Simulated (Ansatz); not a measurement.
Removing an electron: [Tb(NH3)6]3+ (TbN₆H₁₈³⁺). The state is a septet with charge 3. Geometry: r2SCAN-D4/def2-SVP. Ansatz, gas phase; energy differences of separate SCF runs; the oxidised species is a octet (the sextet lies 0.33 eV higher at PBE0-D4/def2-TZVP).

```xyz
25

Tb    0.000    0.000    0.001
N    -0.045    1.349    2.106
H     0.724    1.162    2.767
H    -0.885    1.228    2.690
H     0.003    2.372    1.983
N     0.043   -1.335   -2.114
H    -0.758   -1.187   -2.745
H     0.056   -2.358   -1.994
H     0.854   -1.166   -2.727
N     1.286   -1.795    1.177
H     2.312   -1.713    1.118
H     1.114   -2.756    0.848
H     1.118   -1.866    2.191
N    -1.290    1.778   -1.193
H    -1.021    1.937   -2.175
H    -1.232    2.722   -0.783
H    -2.307    1.619   -1.256
N     2.142    1.121   -0.639
H     2.642    1.588    0.132
H     2.054    1.870   -1.342
H     2.865    0.509   -1.045
N    -2.135   -1.120    0.663
H    -2.603   -1.655   -0.084
H    -2.882   -0.494    0.999
H    -2.054   -1.811    1.424
```

In the def2 sets Tb takes a core potential; there is no spin–orbit coupling. B3LYP takes the VWN-RPA correlation. With an open 4f shell the SCF may have ended on a state above the lowest. No other spin state of charge 3 was run.

| level | −HOMO (eV) | vertical IE (eV) | −LUMO (eV) | HOMO–LUMO gap (eV) |
| --- | --- | --- | --- | --- |
| PBE-D4/def2-TZVP | 17.92 | 21.48 | 16.93 | 0.99 |
| B3LYP-D4/def2-TZVP | 20.69 | 22.63 | 14.17 | 6.53 |
| PBE0-D4/def2-TZVP | 21.08 | 22.71 | 13.26 | 7.82 |

  HOMO and LUMO are the levels of the spin that leaves or enters (xTB has no such levels and no spin-polarisation term). Other spin states of the ions may lie lower, which would lower the ionisation energy or raise the affinity.
